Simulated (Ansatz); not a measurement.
Reaction (formal exchange of groups at a B–S bond): `CN(C)BS` + SiH₄ → `CN(C)B[SiH3]` + H₂S

Gas-phase electronic energies from Ansatz, PBE0-D4/def2-TZVP geometries. CCSD(T)/CBS is the MP2 limit (def2-TZVPP, def2-QZVPP) plus CCSD(T) − MP2 in def2-TZVPP, frozen cores. This one scheme is used for every species. DFT in def2-TZVPP. B3LYP here is the variant with VWN-RPA as its local correlation; programs differ in this. One conformer a species, not always the lowest.

`CN(C)BS`:

```xyz
13

C     0.311    1.220   -0.272
N    -0.049   -0.114    0.138
C    -0.390   -0.187    1.542
B    -0.094   -1.248   -0.670
S     0.270   -1.395   -2.439
H     0.595    1.248   -1.321
H    -0.525    1.913   -0.125
H     1.158    1.590    0.318
H    -0.654   -1.209    1.808
H    -1.240    0.466    1.773
H     0.454    0.131    2.166
H    -0.410   -2.289   -0.174
H     0.573   -0.124   -2.744
```

SiH₄:

Cartesian coordinates in Å:
```
Si 0.000 0.000 0.000
H -0.338 1.445 -0.029
H 1.473 -0.165 -0.081
H -0.639 -0.681 -1.154
H -0.496 -0.599 1.265
```

`CN(C)B[SiH3]`:

```xyz
15

C     2.061   -0.169   -0.047
N     0.632    0.063   -0.012
C     0.308    1.472    0.022
B    -0.290   -0.973   -0.013
Si   -2.298   -0.797    0.034
H     2.545    0.265    0.835
H     2.507    0.299   -0.933
H     2.263   -1.238   -0.072
H    -0.770    1.615    0.048
H     0.748    1.947    0.906
H     0.710    1.981   -0.861
H     0.158   -2.088   -0.044
H    -2.843    0.593    0.073
H    -2.891   -1.461   -1.164
H    -2.840   -1.508    1.229
```

H₂S:

Cartesian coordinates in Å:
```
S -0.277 -0.512 0.213
H -0.719 0.604 -0.387
H 0.996 -0.092 0.174
```

| level | ΔE (kJ/mol) | difference from CCSD(T)/CBS |
| --- | --- | --- |
| PBE0-D4 | 74.7 | -0.8 |
| PBE | 72.7 | -2.8 |
| r2SCAN | 79.1 | 3.6 |
| PBE0 | 75.1 | -0.4 |
| B3LYP | 78.2 | 2.7 |
| SCS-MP2/def2-TZVPP | 82.6 | 7.1 |
| HF/def2-QZVPP | 85.5 | 10.0 |
| HF/CBS(def2) | 85.5 | 10.0 |
| MP2/CBS(def2) | 84.2 | 8.7 |
| CCSD/CBS(def2) | 75.5 | 0.0 |
| CCSD(T)/CBS | 75.5 | 0 |

Largest T1 diagnostic among the species: 0.013.

CCSD(T)/CBS has its own doubt, a few kJ/mol and more with outer-core shells, so smaller differences from it don't rank the levels.
